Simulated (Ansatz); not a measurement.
```yaml
atoms:
  - { symbol: H, position_ang: [0.0000, 0.0000, -1.4932] }
  - { symbol: Br, position_ang: [0.0000, 0.0000, 0.0427] }
```

Basis set: 6-31G* (spherical functions). Left uncorrelated: 9 orbitals. Charge 0, multiplicity 1.

Computed with Ansatz (development build ahead of 0.2.0); each method stands on the lowest determinant of its kind that the runs found. Restricted open shells among the atoms or ions are ROHF, correlated in semicanonical orbitals with singles.

The atomization energy at this shape (free ground-state atoms in the same class of orbitals less the molecule, no zero-point energy) of singlet HBr:

```
 method  atomization energy
RHF-MP2             3.24 eV
```

Problem. What does RHF give?

Solution. 2.59 eV.
